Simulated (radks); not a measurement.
Sc XVII, 5 electrons, occupied as [He] 2s2 2p1 (the NIST ground configuration).

All-electron calculation, scalar-relativistic Kohn-Sham, PBEsol, spin-polarised, spherical densities, finite nucleus; open shells are filled with parallel spins first; Fermi nuclear charge, rms radius 3.5459 fm. Program: a radial shooting solver on a logarithmic mesh with Libxc functionals.

Energy parts (Ry):
| part | energy |
|---|---|
| total | -1123.08661 |
| kinetic | 1134.58636 |
| electron-nucleus | -2350.90141 |
| Hartree | 130.11061 |
| exchange-correlation | -36.88217 |

Orbitals (lengths in bohr, moments of r in powers of bohr; <r^-3> diverges for s and p1/2; r(max) is where P^2 peaks):
1s up: occ. 1; eigenvalue (Ry) -382.6891; r(max) 0.04777; <1/r> 20.83; <r> 0.07270
1s down: occ. 1; eigenvalue (Ry) -382.3088; r(max) 0.04774; <1/r> 20.85; <r> 0.07262
2s up: occ. 1; eigenvalue (Ry) -81.20308; r(max) 0.2659; <1/r> 4.807; <r> 0.3100
2s down: occ. 1; eigenvalue (Ry) -80.48585; r(max) 0.2666; <1/r> 4.780; <r> 0.3113
2p up: occ. 1; eigenvalue (Ry) -77.17857; r(max) 0.2116; <r^-3> 293.3; <1/r> 4.715; <r> 0.2676
2p down: occ. 0; eigenvalue (Ry) -76.30844; r(max) 0.2125; <r^-3> 291.1; <1/r> 4.696; <r> 0.2690
3s up: occ. 0; eigenvalue (Ry) -33.15476; r(max) 0.7009; <1/r> 2.014; <r> 0.7343
3s down: occ. 0; eigenvalue (Ry) -32.96960; r(max) 0.7037; <1/r> 2.005; <r> 0.7373
3p up: occ. 0; eigenvalue (Ry) -31.89859; r(max) 0.6664; <r^-3> 78.06; <1/r> 1.980; <r> 0.7026
3p down: occ. 0; eigenvalue (Ry) -31.69064; r(max) 0.6699; <r^-3> 77.65; <1/r> 1.973; <r> 0.7061

The highest occupied level is 2p up at -1050.1 eV. For comparison, the ionisation energy in NIST's Atomic Spectra Database is 1093.5 eV (semi-empirical). In exact Kohn-Sham theory the highest level is minus the ionisation energy, but local and semilocal functionals leave it too shallow, through self-interaction and a potential that decays too fast; potentials with the right tail come closer. The density falls to 0.001 e/bohr^3 at r = 0.93 bohr. Spin moment in Bohr magnetons: 1.
